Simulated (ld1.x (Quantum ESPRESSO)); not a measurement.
## u(r) = r·R(r): atom against pseudo-atom (bismuth)

Columns: radius, all-electron u(r) and pseudo u(r) of the 6p shell (level -19.23 eV) of bismuth in the configuration [Xe] 4f14 5d10 6s2 6p1; PBEsol, scalar-relativistic, TM scheme, ld1.x (Quantum ESPRESSO) 7.5.

| r (bohr) | all-electron | pseudo |
| --- | --- | --- |
| 0.118 | -0.1509 | 0.0023 |
| 0.235 | 0.1186 | 0.0092 |
| 0.353 | 0.1982 | 0.0212 |
| 0.470 | -0.0155 | 0.0382 |
| 0.588 | -0.2358 | 0.0612 |
| 0.705 | -0.3396 | 0.0903 |
| 0.822 | -0.3277 | 0.1265 |
| 0.940 | -0.2350 | 0.1705 |
| 1.058 | -0.0996 | 0.2223 |
| 1.175 | 0.0484 | 0.2809 |
| 1.292 | 0.1925 | 0.3455 |
| 1.410 | 0.3235 | 0.4142 |
| 1.528 | 0.4354 | 0.4832 |
| 1.645 | 0.5261 | 0.5481 |
| 1.763 | 0.5976 | 0.6059 |
| 1.880 | 0.6501 | 0.6525 |
| 1.998 | 0.6863 | 0.6868 |
| 2.115 | 0.7078 | 0.7079 |
| 2.232 | 0.7171 | 0.7171 |
| 2.350 | 0.7161 | 0.7161 |
| 2.468 | 0.7064 | 0.7064 |
| 2.585 | 0.6900 | 0.6900 |
| 2.702 | 0.6682 | 0.6682 |
| 2.820 | 0.6421 | 0.6421 |
| 2.938 | 0.6131 | 0.6131 |
| 3.055 | 0.5823 | 0.5823 |

Question: How many radial nodes do the two functions have?

Answer: The all-electron 6p function has n − l − 1 = 4 (the table is too coarse to show those close to the nucleus); the pseudo-wave has 0, since the states of the same l below it are removed with the core.

Question: At about which radius was the pseudo-wave matched?

Answer: 2.35 bohr. The columns agree to 0.0005 from 2.00 bohr on; several derivatives are matched, so the curves merge somewhat inside the radius.

Question: Is the pseudo-wave norm-conserving?

Answer: Yes: the TM scheme keeps the norm inside the radius equal to the all-electron one, which fixes the energy derivative of the logarithmic derivative at the level.
